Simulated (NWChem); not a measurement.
System: C₂H₆BeOS; SMILES C[O][Be][S]C

```xyz
11

Be     0.2976    -0.3589    -0.0753
O      0.0394    -1.7271    -0.0351
C     -0.1780    -3.0822     0.0039
H      0.3065    -3.5406     0.8844
H     -1.2572    -3.3104     0.0587
H      0.2238    -3.5782    -0.8976
S      0.6780     1.5085    -0.1341
C     -1.0023     2.2211     0.0240
H     -1.6549     1.9198    -0.8067
H     -0.8869     3.3130    -0.0080
H     -1.4722     1.9527     0.9801
```
Atoms are numbered in this order, from 1.

Level: PBE0/def2-SVP (NWChem), optimised geometry, unscaled harmonic frequencies. 

List the harmonic frequencies with IR intensities, and the thermochemistry.


```csv
frequency (cm⁻¹),IR intensity (km/mol)
6,0.9
43,2.9
67,2.1
81,0.1
128,7.5
300,46.1
373,38.0
428,11.4
724,5.6
956,8.2
973,7.5
1103,1.9
1191,0.1
1193,0.1
1336,23.8
1455,11.9
1458,7.1
1468,242.2
1474,3.1
1476,5.0
1593,644.6
3015,109.6
3071,24.9
3101,36.0
3102,34.9
3182,3.3
3185,1.8
```

The zero-point energy comes out as 52.1 kcal/mol and the thermal correction to the enthalpy at 298.15 K (with zero-point energy) comes out as 57.9 kcal/mol. The heat capacity Cv is 23.3 cal/(mol K) and the entropy at 298.15 K and 1 atm (symmetry number 1) is 95.5 cal/(mol K). The dipole moment comes out as 2.30 D.

Rigid rotor and harmonic oscillator; modes under 100 cm⁻¹ make the entropy uncertain.
